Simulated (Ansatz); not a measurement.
`FC1(Br)BO1` and `FC1([SiH3])BO1` differ in one atom or group.

Ansatz, PBE0-D4/def2-TZVP geometries, multiplicity 1. 

Scalar relativity is left out up to krypton.

```csv
property,`FC1(Br)BO1`
size of the dipole moment (ωB97M-V/def2-TZVPP) / D,1.91
"ideal-gas entropy at 298 K and 1 bar (rigid rotor, harmonic PBE0-D4/def2-TZVP) / J/(mol·K)",308
HOMO–LUMO gap (PBE0/def2-TZVPP) / eV,6.69
LUMO energy (PBE0/def2-TZVPP) / eV,-1.48
LUMO energy (ωB97M-V/def2-TZVPP) / eV,0.57
HOMO–LUMO gap (ωB97M-V/def2-TZVPP) / eV,10.98
```

Question: What does the change do to each property? (Estimate.)

Answer: Ansatz gave: 
```csv
property,`FC1([SiH3])BO1`,shift
size of the dipole moment (ωB97M-V/def2-TZVPP) / D,1.72,-0.19
"ideal-gas entropy at 298 K and 1 bar (rigid rotor, harmonic PBE0-D4/def2-TZVP) / J/(mol·K)",323,15
HOMO–LUMO gap (PBE0/def2-TZVPP) / eV,7.00,0.31
LUMO energy (PBE0/def2-TZVPP) / eV,-1.05,0.43
LUMO energy (ωB97M-V/def2-TZVPP) / eV,0.92,0.35
HOMO–LUMO gap (ωB97M-V/def2-TZVPP) / eV,11.27,0.29
```

With PBE0 the HOMO rises by 0.12 eV and the LUMO rises by 0.43 eV, so the gap widens by about 0.31 eV. PBE moves the HOMO by 0.20 eV and ωB97M-V by 0.05 eV. The zero-point energy changes by 63.8 kJ/mol with +9 modes. Dipoles are sizes alone; their direction can turn.

Spin–orbit coupling is left out; it splits and shifts lone-pair levels of the heavy atoms by tenths of an eV.
